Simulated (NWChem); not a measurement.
System: SiNH₄, doublet; SMILES [NH][SiH3]

NWChem input:

```
start job
memory heap 200 mb stack 900 mb global 1100 mb
geometry units angstroms noautoz
  N     -0.026277    -1.249170    -0.109838
  Si    -0.009662     0.517032    -0.026989
  H      0.760503    -1.683606     0.389406
  H     -0.655906     0.898325     1.264005
  H     -0.819907     1.052510    -1.147211
  H      1.350773     1.131811    -0.066937
end
basis spherical
  * library def2-svpd
end
dft
  odft
  mult 2
  xc hfexch
  iterations 150
  mulliken
end
task dft gradient
```

Parts of the log:

```
             Northwest Computational Chemistry Package (NWChem) 7.3.0
             --------------------------------------------------------

 C1  symmetry detected

                             Geometry "geometry" -> ""
                             -------------------------

 Output coordinates in angstroms (scale by  1.889725989 to convert to a.u.)

  No.       Tag          Charge          X              Y              Z
 ---- ---------------- ---------- -------------- -------------- --------------
    1 N                    7.0000    -0.09255442     1.24472377     0.00642764
    2 Si                  14.0000    -0.01157180    -0.52164018     0.00330756
    3 H                    1.0000     0.83374192     1.69076157     0.01165833
    4 H                    1.0000     0.16913500    -0.94657865    -1.41671128
    5 H                    1.0000    -1.29979967    -1.05685355     0.50544956
    6 H                    1.0000     1.10680887    -1.09743326     0.80830412

 Effective nuclear repulsion energy (a.u.)      56.2954815293

  xc_inp: hfexch multiplicative factor not found.

                                 NWChem DFT Module
                                 -----------------

 Summary of "ao basis" -> "ao basis" (spherical)
 ------------------------------------------------------------------------------
       Tag                 Description            Shells   Functions and Types
 ---------------- ------------------------------  ------  ---------------------
 N                         def2-svpd                 8       20   4s2p2d
 Si                        def2-svpd                10       24   5s3p2d
 H                         def2-svpd                 4        8   2s2p

            General Information
            -------------------
          SCF calculation type: DFT
          Wavefunction type:  spin polarized.
          No. of atoms     :     6
          No. of electrons :    25
           Alpha electrons :    13
            Beta electrons :    12
          Charge           :     0
          Spin multiplicity:     2
          Use of symmetry is: off; symmetry adaption is: off
          Maximum number of iterations: 150
          AO basis - number of functions:    76
                     number of shells:    34
          Convergence on energy requested:  1.00D-06
          Convergence on density requested:  1.00D-05
          Convergence on gradient requested:  5.00D-04

              XC Information
              --------------
                     Hartree-Fock (Exact) Exchange  1.000

      Superposition of Atomic Density Guess
      -------------------------------------

 Sum of atomic energies:        -344.98051916

      Non-variational initial energy
      ------------------------------

 Total energy =    -345.400979
 1-e energy   =    -587.712309
 2-e energy   =     186.015849
 HOMO         =      -0.284771
 LUMO         =       0.051536

     ---------------------------------------------
      Total Density - Mulliken Population Analysis
     ---------------------------------------------

    Atom       Charge   Shell Charges
 -----------   ------   -------------------------------------------------------
    1 N    7     7.50   1.99  1.11  0.57  0.01  2.25  1.55  0.01  0.00
    2 Si  14    13.94   2.00  1.99  1.00  0.41 -0.01  5.93  1.09  1.24  0.17  0.11
    3 H    1     0.88   0.63  0.18  0.04  0.03
    4 H    1     0.85   0.65  0.21  0.01 -0.02
    5 H    1     0.92   0.71  0.22  0.01 -0.01
    6 H    1     0.91   0.69  0.22  0.01 -0.01

     --------------------------------------------
      Spin Density - Mulliken Population Analysis
     --------------------------------------------

    Atom       Charge   Shell Charges
 -----------   ------   -------------------------------------------------------
    1 N    7     0.75   0.00  0.00 -0.00  0.00  0.43  0.32  0.00 -0.00
    2 Si  14     0.09   0.00 -0.00  0.00 -0.00  0.00  0.00  0.01  0.01  0.03  0.04
    3 H    1     0.02   0.00 -0.00  0.01  0.02
    4 H    1     0.10   0.07  0.02  0.00 -0.00
    5 H    1     0.01   0.01  0.00  0.00 -0.00
    6 H    1     0.02   0.02  0.00  0.00 -0.00

   convergence    iter        energy       DeltaE   RMS-Dens  Diis-err
 ---------------- ----- ----------------- --------- --------- ---------
 d= 0,ls=0.0,diis     1   -345.4754197179 -4.02D+02  4.02D-03  3.99D-02
                                                     4.49D-03  7.26D-02
 d= 0,ls=0.0,diis     2   -345.5292261755 -5.38D-02  2.01D-03  1.50D-02
                                                     1.70D-03  9.00D-03
 d= 0,ls=0.0,diis     3   -345.5394444619 -1.02D-02  8.25D-04  7.62D-04
                                                     1.05D-03  3.14D-03
 d= 0,ls=0.0,diis     4   -345.5421323385 -2.69D-03  2.54D-04  9.27D-05
                                                     3.97D-04  2.29D-04
 d= 0,ls=0.0,diis     5   -345.5424552768 -3.23D-04  1.92D-04  3.02D-05
                                                     2.69D-04  3.73D-05
  Resetting Diis
 d= 0,ls=0.0,diis     6   -345.5425306103 -7.53D-05  1.19D-04  7.55D-06
                                                     1.31D-04  4.39D-06
 d= 0,ls=0.0,diis     7   -345.5425444776 -1.39D-05  1.48D-05  4.38D-07
                                                     2.08D-05  9.88D-07
 d= 0,ls=0.0,diis     8   -345.5425455647 -1.09D-06  1.80D-05  3.24D-07
                                                     1.62D-05  2.73D-07
 d= 0,ls=0.0,diis     9   -345.5425462047 -6.40D-07  1.22D-05  4.10D-08
                                                     1.74D-05  1.72D-07
 d= 0,ls=0.0,diis    10   -345.5425465044 -3.00D-07  4.43D-06  1.09D-08
                                                     7.76D-06  3.44D-08

         Total DFT energy =     -345.542546504411
      One electron energy =     -588.985743995472
           Coulomb energy =      215.531116198571
    Exchange-Corr. energy =      -28.383400236778
 Nuclear repulsion energy =       56.295481529269

 Numeric. integr. density =        0.000000000000

                    DFT Final Alpha Molecular Orbital Analysis
                    ------------------------------------------

 Vector   11  Occ=1.000000D+00  E=-5.042338D-01
              MO Center= -4.0D-01, -5.9D-02,  2.2D-01, r^2= 2.6D+00
   Bfn.  Coefficient  Atom+Function         Bfn.  Coefficient  Atom+Function
  ----- ------------  ---------------      ----- ------------  ---------------
     6      0.312206  1 N  py                61     -0.301836  5 H  s
    29      0.211308  2 Si px                 9     -0.202635  1 N  py
     4     -0.170765  1 N  s                 62     -0.166623  5 H  s
     5     -0.161957  1 N  px                33      0.151665  2 Si py
    69      0.148632  6 H  s                 30      0.146883  2 Si py

 Vector   12  Occ=1.000000D+00  E=-4.622952D-01
              MO Center=  1.3D-01, -2.9D-01, -3.7D-01, r^2= 2.8D+00
   Bfn.  Coefficient  Atom+Function         Bfn.  Coefficient  Atom+Function
  ----- ------------  ---------------      ----- ------------  ---------------
     7      0.364613  1 N  pz                53     -0.332603  4 H  s
    10     -0.290337  1 N  pz                34      0.213433  2 Si pz
    31      0.210773  2 Si pz                69      0.199716  6 H  s
    54     -0.164968  4 H  s                 61      0.121471  5 H  s
    28     -0.118227  2 Si pz                70      0.093372  6 H  s

 Vector   13  Occ=1.000000D+00  E=-4.560831D-01
              MO Center= -3.4D-02,  2.4D-01,  1.9D-01, r^2= 2.9D+00
   Bfn.  Coefficient  Atom+Function         Bfn.  Coefficient  Atom+Function
  ----- ------------  ---------------      ----- ------------  ---------------
     5      0.328976  1 N  px                 4      0.279340  1 N  s
     6     -0.261907  1 N  py                69      0.239796  6 H  s
     8     -0.222846  1 N  px                32      0.219141  2 Si px
    61     -0.205892  5 H  s                  9      0.190399  1 N  py
    46     -0.187337  3 H  s                 29      0.165563  2 Si px

 Vector   14  Occ=0.000000D+00  E= 8.711277D-02
              MO Center=  2.1D-01, -3.7D-01,  4.1D-02, r^2= 1.0D+01
   Bfn.  Coefficient  Atom+Function         Bfn.  Coefficient  Atom+Function
  ----- ------------  ---------------      ----- ------------  ---------------
    24      6.165449  2 Si s                 25     -4.628406  2 Si s
    62     -0.746149  5 H  s                 54     -0.712007  4 H  s
    33     -0.674094  2 Si py                70     -0.661211  6 H  s
    60     -0.365910  4 H  pz                66     -0.365056  5 H  px
     3     -0.274002  1 N  s                 74      0.257813  6 H  px

 Vector   15  Occ=0.000000D+00  E= 1.159694D-01
              MO Center=  2.8D-01, -1.4D+00,  9.2D-03, r^2= 6.2D+00
   Bfn.  Coefficient  Atom+Function         Bfn.  Coefficient  Atom+Function
  ----- ------------  ---------------      ----- ------------  ---------------
     4      3.364935  1 N  s                 25     -2.343592  2 Si s
    24      2.140729  2 Si s                 46     -1.105390  3 H  s
    33     -0.993480  2 Si py                44      0.684069  2 Si d  2
    50      0.681090  3 H  px                70     -0.623938  6 H  s
    54     -0.542108  4 H  s                 42      0.449029  2 Si d  0

[...]

                         DFT ENERGY GRADIENTS

    atom               coordinates                        gradient
                 x          y          z           x          y          z
   1 N      -0.174902   2.352187   0.012146   -0.016958  -0.006085  -0.001801
   2 Si     -0.021868  -0.985757   0.006250    0.002503   0.008818   0.004505
   3 H       1.575544   3.195076   0.022031    0.013929   0.004041   0.000265
   4 H       0.319619  -1.788774  -2.677196    0.000022  -0.001646  -0.003353
   5 H      -2.456265  -1.997164   0.955161   -0.002017  -0.001083  -0.000331
   6 H       2.091565  -2.073848   1.527473    0.002521  -0.004045   0.000714
```

Level: UHF/def2-SVPD. All runs use the structure optimised with B3LYP/6-31G* (spherical d), spin-unrestricted. No stability test was run on the SCF state.
